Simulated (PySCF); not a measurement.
Compound: C₄H₅ClNSi (doublet state).
Cartesian coordinates in Å at the GFN2-xTB level; atoms count from 1:
```
atom  x, y, z in Å
C1     0.9688    0.4734   -1.2206
C2     0.7685    0.0372    0.2047
C3     1.6642    0.2053    1.1276
Cl4    1.8118   -0.1262    2.7466
Si5   -0.9218   -0.8321    0.5422
C6    -2.2051    0.4116    0.0101
N7    -2.9725    1.1913   -0.3325
H8     1.8910    1.0389   -1.3232
H9     1.0175   -0.3963   -1.8749
H10    0.1348    1.0940   -1.5447
H11   -1.0934   -1.0972    1.9666
H12   -1.0624   -2.0007   -0.3279
```

The hyperfine couplings belong to this conformer and change with its torsions.

Identity: `C/C(=[C]/Cl)[SiH2]C#N` [radical].

Method: PySCF, UKS B3LYP, pcH-1 on C Cl H N Si, non-relativistic, mean-field spin-orbit, GIAO. Geometry: GFN2-xTB, one conformer, isolated molecule. Couplings are sensitive to structure, and on GFN2-xTB geometries they can be far from those on DFT ones. The SCF solution wasn't tested for stability.

Question: Give the principal g shifts and their parts.

Answer: 
```csv
Δg (ppm),1,2,3
relativistic mass correction,-200,-200,-200
gauge correction,7,24,-57
orbital Zeeman/spin–orbit,-772,607,5183
total,-964,431,4927
```

So g = 2.00136, 2.00275, 2.00725 and g_iso = 2.00378; the tensor is rhombic: the two nearest values differ by 24 % of g3 − g1. Axes: g1 points within 13° of the C2–Si5 bond and g2 points within 2° of the C3–Cl4 bond.

Question: Average each term over the three axes. Which is largest in size?

Answer: The orbital-Zeeman/spin–orbit term 1673, the mass correction -200 and the gauge correction -9 ppm, for a total of 1465 ppm. The orbital-Zeeman/spin–orbit term is the largest in size. The mass correction is the same along every axis, so the anisotropy comes from the other two: their spans along these axes are 80 (gauge) and 5954 ppm (orbital Zeeman/spin–orbit).

Question: What effective moment and Curie constant follow for a powder?

Answer: With the mean of g² = 4.0152 and S(S+1) = 0.75: μ_eff = √(⟨g²⟩S(S+1)) = 1.735 μB and χT = 0.12505·⟨g²⟩·S(S+1) = 0.377 cm³ K/mol (cgs; spin-Hamiltonian part alone).

Question: In a frozen sample, at which fields do the three g values resonate at 9.5, 34, 94 and 263 GHz (hyperfine left aside), and which band first spreads them over more than twice a line width of 1.0 mT?

Answer: 
```
band    GHz  B(g3) mT  B(g2) mT  B(g1) mT  spread mT
   X    9.5    338.15    338.91    339.15       1.00
   Q   34.0   1210.23   1212.94   1213.79       3.56
   W   94.0   3345.92   3353.43   3355.77       9.85
   J  263.0   9361.46   9382.47   9389.02      27.55
```

The spread grows in proportion to the frequency. Q band is the first where it exceeds 2.0 mT.

The largest Mulliken spin populations are on C3 (+0.86), C2 (-0.13), Cl4 (+0.12) and Si5 (+0.11). No atom but C3 exceeds +0.15. The positive populations add up to 1.14 and the negative ones to -0.14, together 2S = 1.

The HOMO–LUMO gaps are 5.59 eV among the α and 4.38 eV among the β orbitals.
